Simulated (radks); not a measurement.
All-electron atom: I+ in [Kr] 4d10 5s2 5p4 (the NIST ground configuration). Calculated with a radial shooting solver on a logarithmic mesh with Libxc functionals: scalar-relativistic Kohn-Sham, XLYP, spin-polarised, spherical densities, finite nucleus; open shells are filled with parallel spins first (spin-orbit coupling, left out, can overturn this in heavy ions); Fermi nuclear charge, rms radius 4.75 fm.

Unscreened Slater integrals over Kohn-Sham orbitals (eV). They are taken over the spin-up orbitals.

integral,value
"F0(5p,5p)",10.592
"F2(5p,5p)",5.6804
"F0(5p,5s)",11.502
"G1(5p,5s)",7.5570
"F0(5p,4d)",13.335
"F2(5p,4d)",3.5932
"G1(5p,4d)",1.1141
"G3(5p,4d)",1.0280
"F0(5s,5s)",12.763
"F0(5s,4d)",15.644
"G2(5s,4d)",1.9091
"F0(4d,4d)",26.653
"F2(4d,4d)",13.473
"F4(4d,4d)",8.9335

Derived for the open shells (J is the average intra-shell exchange parameter used in DFT+U). 5p: J = F2/5 = 1.136 eV.
